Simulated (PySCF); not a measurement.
SMILES N[SiH2]O[Si](Cl)(Cl)Cl, PBE0/def2-SVP optimised geometry.

```
11

Si     0.84    -1.62     0.00
Cl     2.88    -1.62     0.00
Cl     0.18    -2.63    -1.66
Cl     0.18    -2.62     1.66
O      0.31    -0.10     0.00
Si    -1.13     0.79    -0.03
N     -2.55    -0.17    -0.04
H     -1.12     1.62     1.20
H     -1.09     1.59    -1.28
H     -2.88    -0.63     0.80
H     -2.86    -0.65    -0.87
```

Density from PySCF 2.14.0 with PBE0/def2-TZVP at that geometry.

Minimum of the electron density along straight lines between bonded atoms, close to the bond critical point (lines longer than 1.1 times the sum of covalent radii, or with two minima, are not listed):

| bond | length / Å | ρ at the minimum / e bohr⁻³ | ∇²ρ there / e bohr⁻⁵ | position (fraction from the first atom) |
|---|---|---|---|---|
| Si1–Cl2 | 2.037 | 0.106 | 0.23 | 0.36 |
| Si1–Cl3 | 2.049 | 0.103 | 0.22 | 0.36 |
| Si1–Cl4 | 2.048 | 0.103 | 0.22 | 0.36 |
| Si1–O5 | 1.616 | 0.147 | 0.93 | 0.41 |
| O5–Si6 | 1.692 | 0.119 | 0.68 | 0.59 |
| Si6–N7 | 1.711 | 0.136 | 0.60 | 0.40 |
| Si6–H8 | 1.484 | 0.125 | 0.14 | 0.49 |
| Si6–H9 | 1.484 | 0.125 | 0.14 | 0.49 |
| N7–H10 | 1.014 | 0.332 | -1.64 | 0.74 |
| N7–H11 | 1.014 | 0.331 | -1.64 | 0.74 |
